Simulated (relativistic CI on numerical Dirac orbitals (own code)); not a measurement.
## Level scheme of Te⁵⁺

Calculated at this level of theory: Dirac-Coulomb-Breit CI, separate exchange-only KLI orbitals for each configuration, QED by a radiative potential, valence Slater integrals scaled by 0.85, P86 correlation energy added to each configuration (own radial code, finite nucleus).

Configuration list (outside the closed core [Kr]): 4d¹⁰5s, 4d¹⁰5p, 4d¹⁰5d, 4d¹⁰5f, 4d¹⁰5g, 4d¹⁰4f, 4d¹⁰6s, 4d⁹5s², 4d¹⁰6p, 4d⁹5s4f, 4d¹⁰6d, 4d¹⁰7s, 4d⁹5s5p, 4d¹⁰7p, 4d¹⁰6f, 4d¹⁰7d, 4d¹⁰8s, 4d¹⁰9s, 4d⁹5s6s, 4d⁹5s5d, 4d⁹5s6p, 4d⁹5s6d. Double excitations out of closed p, d and f shells are left out; levels of such configurations are missing from the list, as are those of other unlisted configurations, and high levels can miss mixing partners.

The lowest level is 4d¹⁰5s ²S1/2, with 100 % of that term; Hund's rules for 4d¹⁰5s give ²S with J = 1/2, in agreement.

```csv
No.,Configuration,Term,J,E (cm⁻¹),%,Next component (%),Landé g,Lifetime (s)
1,4d¹⁰5s,²S,1/2,0,100,,2.002,
2,4d¹⁰5p,²P°,1/2,90569,100,,0.666,6.50e-10
3,4d¹⁰5p,²P°,3/2,101912,100,,1.334,4.53e-10
4,4d¹⁰5d,²D,3/2,233557,100,,0.799,1.01e-10
5,4d¹⁰5d,²D,5/2,235104,100,,1.200,1.14e-10
6,4d¹⁰4f,²F°,7/2,264005,100,,1.143,1.31e-08
7,4d¹⁰4f,²F°,5/2,264235,100,,0.857,1.10e-08
8,4d¹⁰6s,²S,1/2,271547,100,,2.002,1.01e-10
9,4d⁹5s²,²D,5/2,302040,100,,1.200,2.62e-07
10,4d¹⁰6p,²P°,1/2,307011,100,,0.666,3.07e-10
11,4d¹⁰6p,²P°,3/2,311217,100,,1.334,3.47e-10
12,4d⁹5s²,²D,3/2,313774,100,,0.799,1.72e-06
13,4d¹⁰6d,²D,3/2,367016,100,,0.799,2.83e-10
14,4d¹⁰6d,²D,5/2,367707,100,,1.200,3.31e-10
15,4d¹⁰5f,²F°,5/2,369418,100,,0.857,1.61e-10
16,4d¹⁰5f,²F°,7/2,369486,100,,1.143,1.61e-10
17,4d⁹5s5p,⁴P°,5/2,371450,84,12 ⁴D°,1.549,1.57e-07
18,4d⁹5s5p,⁴F°,5/2,377501,51,38 ²F°,1.008,7.79e-08
19,4d⁹5s5p,⁴F°,7/2,377847,69,16 ²F°,1.251,2.61e-08
20,4d⁹5s5p,⁴P°,3/2,378850,61,18 ⁴D°,1.464,9.15e-10
21,4d¹⁰7s,²S,1/2,382846,100,,2.002,1.27e-10
22,4d⁹5s5p,⁴F°,9/2,384003,100,,1.333,2.19e-01
23,4d⁹5s5p,⁴F°,3/2,384440,84,12 ⁴P°,0.587,4.14e-09
24,4d⁹5s5p,⁴P°,1/2,387224,77,13 ⁴D°,2.121,5.56e-10
25,4d⁹5s5p,²F°,5/2,389873,52,24 ⁴D°,1.053,5.30e-08
26,4d⁹5s5p,²D°,3/2,390636,59,18 ⁴P°,1.050,3.89e-10
27,4d⁹5s5p,⁴D°,7/2,391348,78,17 ²F°,1.370,1.22e-06
28,4d⁹5s5p,²D°,5/2,393298,42,26 ⁴D°,1.200,3.42e-08
29,4d⁹5s5p,²P°,3/2,394788,66,24 ⁴D°,1.241,5.44e-11
30,4d⁹5s5p,²P°,1/2,395659,87,9 ⁴D°,0.680,3.65e-11
```

Energies count from the lowest computed level; ° marks odd parity; lifetimes are radiative, by E1, M1, E2, M2, E3 decay to levels of this space only.

The mean weight of the leading LS term, summed over parents, in these 30 levels is 87 %, and that of the leading jj configuration (from the same eigenvectors) 84 %.

At this charge configurations can still be misplaced by up to about 7 % of their energy. Levels and lines within the n = 5 or 6 shells can be off by up to 10 % or somewhat more, and those that change n by about 2 %, since core polarisation is missing. 13 of the 28 excited levels that our extract of the measured tables holds in this range could be paired (the sources list more); they are missed by 5000 cm⁻¹ on average and 10273 at most, and levels without a partner can miss by more.

LS names give the leading component of a level, which can be under half, so a name can repeat, a term be missing and a line seem to break the LS rules.
